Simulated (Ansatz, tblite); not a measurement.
Forces on the cluster Nb3S4⁺ at its B3LYP-D4/def2-SVP geometry. Total charge 1; singlet.

In the def2 sets Nb takes a core potential; there is no spin–orbit coupling. The xTB rows come from tblite. The restricted singlet is unstable towards broken spin symmetry at other levels; at PBE-D4/def2-TZVP this wasn't settled. No other spin state of charge 1 was run. The geometry of the singlet was relaxed on an unsound state (restricted singlet, unstable towards broken spin symmetry at other levels and untested here). The structure comes from a short search, and lower isomers may exist.

GFN1-xTB (tblite), largest force 3.83 eV/Å:

```xyz
7
positions Å, forces eV/Å
Nb   -0.674   -1.359   -0.955   -1.495   -0.482   -1.436
Nb    0.830   -0.086    0.700    2.913   -0.301    2.461
Nb   -0.880    1.519   -0.358   -1.587    0.801   -1.170
S     0.661    2.302    1.199    0.077   -0.055    0.052
S     1.003   -2.475    0.209    0.069    0.041    0.071
S    -1.676   -0.324    0.984   -0.725   -0.229    0.855
S     0.736    0.421   -1.779    0.748    0.226   -0.834
```

GFN2-xTB (tblite), largest force 6.71 eV/Å:

```
Nb -2.590 -3.186 -3.121
Nb 5.114 -0.529 4.319
Nb -3.091 3.773 -1.681
S 0.664 1.908 1.095
S 0.946 -2.074 0.267
S -2.658 -0.607 2.009
S 1.616 0.714 -2.889
```

PBE-D4/def2-TZVP (Ansatz), largest force 0.58 eV/Å:

```
Nb 0.178 0.231 0.216
Nb -0.235 0.024 -0.198
Nb 0.213 -0.272 0.112
S -0.119 -0.162 -0.148
S -0.145 0.190 -0.076
S 0.422 0.108 -0.375
S -0.314 -0.120 0.467
```
